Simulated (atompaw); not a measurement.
# An all-electron radial function and its pseudo partner (zirconium)

Columns: radius, all-electron u(r) and pseudo u(r) of the 4d shell (level -3.61 eV) of zirconium in the configuration [Ar] 3d10 4s2 4p6 4d2 5s2 5p0; PBEsol, scalar-relativistic, PAW (atompaw) scheme, atompaw 4.2.0.5.

```json
{"r (bohr)": "0.115", "all-electron": "-0.1232", "pseudo": "0.0004"}
{"r (bohr)": "0.231", "all-electron": "-0.2832", "pseudo": "0.0033"}
{"r (bohr)": "0.346", "all-electron": "-0.2819", "pseudo": "0.0109"}
{"r (bohr)": "0.462", "all-electron": "-0.1657", "pseudo": "0.0252"}
{"r (bohr)": "0.577", "all-electron": "-0.0058", "pseudo": "0.0472"}
{"r (bohr)": "0.692", "all-electron": "0.1569", "pseudo": "0.0776"}
{"r (bohr)": "0.808", "all-electron": "0.3034", "pseudo": "0.1166"}
{"r (bohr)": "0.923", "all-electron": "0.4237", "pseudo": "0.1625"}
{"r (bohr)": "1.038", "all-electron": "0.5175", "pseudo": "0.2143"}
{"r (bohr)": "1.154", "all-electron": "0.5871", "pseudo": "0.2704"}
{"r (bohr)": "1.269", "all-electron": "0.6344", "pseudo": "0.3273"}
{"r (bohr)": "1.385", "all-electron": "0.6640", "pseudo": "0.3834"}
{"r (bohr)": "1.500", "all-electron": "0.6788", "pseudo": "0.4353"}
{"r (bohr)": "1.615", "all-electron": "0.6824", "pseudo": "0.4812"}
{"r (bohr)": "1.731", "all-electron": "0.6773", "pseudo": "0.5196"}
{"r (bohr)": "1.846", "all-electron": "0.6660", "pseudo": "0.5485"}
{"r (bohr)": "1.962", "all-electron": "0.6499", "pseudo": "0.5678"}
{"r (bohr)": "2.077", "all-electron": "0.6308", "pseudo": "0.5772"}
{"r (bohr)": "2.192", "all-electron": "0.6096", "pseudo": "0.5776"}
{"r (bohr)": "2.308", "all-electron": "0.5870", "pseudo": "0.5701"}
{"r (bohr)": "2.423", "all-electron": "0.5639", "pseudo": "0.5564"}
{"r (bohr)": "2.538", "all-electron": "0.5407", "pseudo": "0.5382"}
{"r (bohr)": "2.654", "all-electron": "0.5173", "pseudo": "0.5169"}
{"r (bohr)": "2.769", "all-electron": "0.4945", "pseudo": "0.4946"}
{"r (bohr)": "2.885", "all-electron": "0.4719", "pseudo": "0.4719"}
{"r (bohr)": "3.000", "all-electron": "0.4500", "pseudo": "0.4500"}
```

Q: How many radial nodes do the two functions have?

A: The all-electron 4d function has n − l − 1 = 1; the pseudo-wave has 0, since the states of the same l below it are removed with the core.

Q: Is the pseudo-wave norm-conserving?

A: No, it belongs to a PAW set: the norm inside the radius is not constrained, and the difference is carried by the augmentation charge.
